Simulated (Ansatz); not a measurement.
C2H8B2FN, SMILES `BN(C)B(C)F`, relaxed with RKS PBE0-D4/def2-TZVP in Ansatz from a PBE-D4/def2-SVP geometry. The force threshold is 0.005 eV/Å; the program also tests the step.

Total charge 0; spin multiplicity 1.

Start:

```xyz
14

B     0.552    0.765    1.357
N     0.219   -0.289    0.467
C     0.518   -1.686    0.831
B    -0.387   -0.067   -0.838
C    -0.804    1.304   -1.475
F    -0.584   -1.184   -1.573
H     1.089    0.496    2.416
H     0.308    1.916    1.060
H     1.219   -2.149    0.108
H     0.973   -1.719    1.838
H    -0.404   -2.303    0.836
H    -0.061    1.572   -2.259
H    -0.863    2.150   -0.767
H    -1.774    1.195   -2.003
```

```tsv
step	energy (eV)	largest force (eV/Å)	largest move (Å)
1	-7761.6558	0.525	0.000
2	-7761.7036	0.154	0.024
3	-7761.7078	0.048	0.011
4	-7761.7078	0.048	0.001
5 (rejected)	-7761.7070	0.119	0.012
6	-7761.7080	0.005	0.006
7	-7761.7080	0.004	0.007
8	-7761.7080	0.010	0.015
9	-7761.7080	0.015	0.019
10	-7761.7080	0.018	0.007
11 (rejected)	-7761.7080	0.033	0.026
12	-7761.7081	0.016	0.013
13	-7761.7081	0.020	0.014
14	-7761.7081	0.019	0.011
15	-7761.7081	0.021	0.007
16	-7761.7082	0.017	0.009
17	-7761.7082	0.020	0.025
18	-7761.7082	0.018	0.006
19	-7761.7082	0.012	0.008
20	-7761.7083	0.013	0.017
21	-7761.7083	0.019	0.030
22	-7761.7083	0.014	0.007
23	-7761.7083	0.005	0.016
24	-7761.7083	0.008	0.015
25 (rejected)	-7761.7083	0.014	0.015
26	-7761.7084	0.004	0.008
27	-7761.7084	0.005	0.014
```

End:

```xyz
14

B     0.499    0.751    1.375
N     0.225   -0.285    0.462
C     0.529   -1.673    0.819
B    -0.349   -0.059   -0.839
C    -0.769    1.300   -1.478
F    -0.539   -1.162   -1.580
H     0.980    0.476    2.437
H     0.253    1.883    1.091
H     1.242   -2.109    0.117
H     0.955   -1.703    1.820
H    -0.373   -2.287    0.799
H    -0.211    1.445   -2.409
H    -0.620    2.172   -0.846
H    -1.823    1.251   -1.768
```

Run time 120 s (4 threads of a server CPU on a shared host); peak host memory 0.68 GiB.
